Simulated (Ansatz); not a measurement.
Reaction (substitution at a C–N bond): `CN[SiH](N)[SiH3]` + `CCBS` → `CCBSC` + `N[SiH](N)[SiH3]`

Isolated molecules relaxed with PBE0-D4/def2-TZVP in Ansatz; ΔE leaves out vibrations. CBS: MP2 limit from def2 TZ/QZ plus the TZ coupled-cluster correction, frozen cores. This one scheme is used for every species. Functionals use def2-TZVPP. One conformer a species, not always the lowest.

```csv
level,ΔE (kJ/mol)
PBE-D4,-32.6
MP2/def2-TZVPP,-33.5
SCS-MP2/def2-TZVPP,-30.2
CCSD(T)/def2-TZVPP,-29.3
HF/def2-QZVPP,-24.5
SCS-MP2/def2-QZVPP,-32.8
HF/CBS(def2),-24.5
CCSD/CBS(def2),-32.1
```

Task: What does CCSD(T)/CBS give? (Best estimate.)

Result: Ansatz gave: -33.6 kJ/mol. The listed levels differ from it by 1.0, 0.1, 3.4, 4.3, 9.1, 0.8, 9.1, 1.5 kJ/mol.

Largest T1 diagnostic among the species: 0.012.

In def2-TZVPP, CCSD(T) changes the Hartree–Fock value by −5.1 kJ/mol (the triples alone add −1.5 kJ/mol) and MP2 by −9.3 kJ/mol.
